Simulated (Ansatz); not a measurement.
Program: Ansatz. Geometries: PBE0-D4/def2-TZVP. ΔE: electronic, gas phase. CCSD(T)/CBS adds triple-zeta CCSD(T) − MP2 to the extrapolated MP2 energy (def2 sets, frozen cores). This one scheme is used for every species. Functionals use def2-TZVPP. HSE06 is defined as in plane-wave codes. For Ge outer-core shells are correlated without core-valence functions, which leaves a few kJ/mol of doubt a bond. Scalar relativity is left out up to krypton. Each species was taken in one conformer, which may not be the lowest.

`N=C(F)[SiH2][GeH3]` + HCl → `N=C(F)Cl` + `[SiH3][GeH3]`  (substitution at a C–Si bond)

| level | ΔE (kJ/mol) |
| --- | --- |
| revPBE-D4 | 37.6 |
| B97M-V | 36.9 |
| r2SCAN0-D4 | 40.4 |
| HSE06-D4 | 40.2 |

(1) What does CCSD(T)/CBS give? (Estimate.)

(2) What do rigid-rotor, harmonic-oscillator terms from PBE0-D4/def2-TZVP frequencies (298.15 K, 1 bar) make of the CCSD(T)/CBS value? (Estimate.)

Largest T1 diagnostic among the species: 0.014.

Results:

(1) Ansatz gave: +51.5 kJ/mol. The listed levels differ from it by -13.9, -14.6, -11.1, -11.3 kJ/mol.

(2) Ansatz gave: ΔZPE = +2.7 kJ/mol, ΔH = +50.4 kJ/mol, ΔS = 2 J/(mol·K), ΔG = +49.7 kJ/mol. Modes under 50 cm⁻¹ make the entropy rough.

At CCSD(T), def2-SVP lies −15.3 kJ/mol from the extrapolated value and def2-TZVPP −2.9 kJ/mol. The D4 term adds +4.7 kJ/mol with B3LYP and +3.0 kJ/mol with PBE0; it sums over pairs of atoms, weighted by their polarisabilities, and B3LYP, whose exchange is more repulsive, gets the larger term.

CCSD(T)/CBS has its own doubt, a few kJ/mol and more with outer-core shells, so smaller differences from it don't rank the levels.

B3LYP here is the variant with VWN-RPA as its local correlation; programs differ in this.
